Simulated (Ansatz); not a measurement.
`[OH][Sn]([F])([Cl])[Br]` + H₂O → `[OH][Sn]([OH])([F])[Br]` + HCl at 298.15 K and 1 bar (formal hydrolysis of the Sn–Cl bond).

Gas-phase electronic energies from Ansatz, PBE0-D4/def2-TZVP geometries. CCSD(T)/CBS is the MP2 limit (def2-TZVPP, def2-QZVPP) plus CCSD(T) − MP2 in def2-TZVPP, frozen cores. This one scheme is used for every species. def2 core potentials past Kr. For Br, Sn outer-core shells are correlated without core-valence functions, which leaves a few kJ/mol of doubt a bond. Scalar relativity is left out up to krypton. Each species was taken in one conformer, which may not be the lowest.

| species | CCSD(T)/CBS energy (Eh) | H − E (kJ/mol) | S (J/(mol·K)) |
| --- | --- | --- | --- |
| `[OH][Sn]([F])([Cl])[Br]` | -3422.83962 | 68.4 | 401.2 |
| H₂O | -76.37941 | 66.4 | 188.7 |
| `[OH][Sn]([OH])([F])[Br]` | -3038.81491 | 100.8 | 392.6 |
| HCl | -460.38127 | 26.6 | 186.8 |

H − E and S are ideal-gas, rigid-rotor, harmonic terms from PBE0-D4/def2-TZVP, for one conformer and one mirror image of each species. 1 Eh = 2625.50 kJ/mol, R = 8.31446 J/(mol·K).

Question: By hand: ΔE, ΔH, ΔS and ΔG.

Answer: ΔE = (-3038.81491) + (-460.38127) − (-3422.83962) − (-76.37941) = 0.02285 Eh = 60.0 kJ/mol. Δ(H − E) = 100.8 + 26.6 − 68.4 − 66.4 = -7.4, so ΔH = 52.6 kJ/mol. ΔS = 392.6 + 186.8 − 401.2 − 188.7 = -10.5 J/(mol·K). ΔG = 52.6 − 298.15 × (-10.5)/1000 = 55.7 kJ/mol.

Question: By hand: the equilibrium constant, and the temperature at which ΔG would vanish if ΔH and ΔS stayed fixed.

Answer: log₁₀ K = −ΔG/(RT ln 10) = -9.8. ΔH and −TΔS have one sign here, so there is no such temperature.

The number of gas molecules stays the same, so ΔS is small and ΔH decides. A doubt of 5 kJ/mol in ΔE shifts log₁₀ K by 0.9 here. Other conformers and mirror images would add mixing entropy, several J/(mol·K) or more a flexible species. Modes under 60 cm⁻¹, often nearly free rotors, make the harmonic entropy too high. These are equilibria of isolated gas molecules and say nothing of rates. Largest T1 diagnostic: 0.013 (customary marks: 0.02 for closed shells, 0.045 for open ones).

ΔS is within the doubt of such terms, so its sign, and with it that verdict, could turn.
